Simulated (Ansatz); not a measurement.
`F[Si](F)(F)[SiH2]Cl` + `[SnH4]` → `Cl[SiH2][SnH3]` + `F[SiH](F)F` at 500 K and 1 bar (formal exchange of groups at the Si–Si bond).

Program: Ansatz. Geometries: PBE0-D4/def2-TZVP. ΔE: electronic, gas phase. CCSD(T)/CBS is the MP2 limit (def2-TZVPP, def2-QZVPP) plus CCSD(T) − MP2 in def2-TZVPP, frozen cores. Elements past krypton have def2 core potentials. For Sn outer-core shells are correlated without core-valence functions, which leaves a few kJ/mol of doubt a bond. Each species was taken in one conformer, which may not be the lowest.

```csv
species,CCSD(T)/CBS energy (Eh),H − E (kJ/mol),S (J/(mol·K))
`F[Si](F)(F)[SiH2]Cl`,-1338.77337,125.3,451.4
`[SnH4]`,-216.39156,91.5,258.6
`Cl[SiH2][SnH3]`,-965.91563,144.4,408.4
`F[SiH](F)F`,-589.26725,75.7,315.5
```

H − E and S are ideal-gas, rigid-rotor, harmonic terms from PBE0-D4/def2-TZVP, for one conformer and one mirror image of each species. 1 Eh = 2625.50 kJ/mol, R = 8.31446 J/(mol·K).

Problem. By hand: ΔE, ΔH, ΔS and ΔG.

Solution. ΔE = (-965.91563) + (-589.26725) − (-1338.77337) − (-216.39156) = -0.01795 Eh = -47.1 kJ/mol. Δ(H − E) = 144.4 + 75.7 − 125.3 − 91.5 = 3.3, so ΔH = -43.8 kJ/mol. ΔS = 408.4 + 315.5 − 451.4 − 258.6 = 13.9 J/(mol·K). ΔG = -43.8 − 500 × (13.9)/1000 = -50.8 kJ/mol.

Problem. By hand: the equilibrium constant, and the temperature at which ΔG would vanish if ΔH and ΔS stayed fixed.

Solution. log₁₀ K = −ΔG/(RT ln 10) = 5.3. ΔH and −TΔS have one sign here, so there is no such temperature.

The number of gas molecules stays the same, so ΔS is small and ΔH decides. A doubt of 5 kJ/mol in ΔE shifts log₁₀ K by 0.5 here. Other conformers and mirror images would add mixing entropy, several J/(mol·K) or more a flexible species. Modes under 60 cm⁻¹, often nearly free rotors, make the harmonic entropy too high. These are equilibria of isolated gas molecules and say nothing of rates. Largest T1 diagnostic: 0.013 (customary marks: 0.02 for closed shells, 0.045 for open ones).
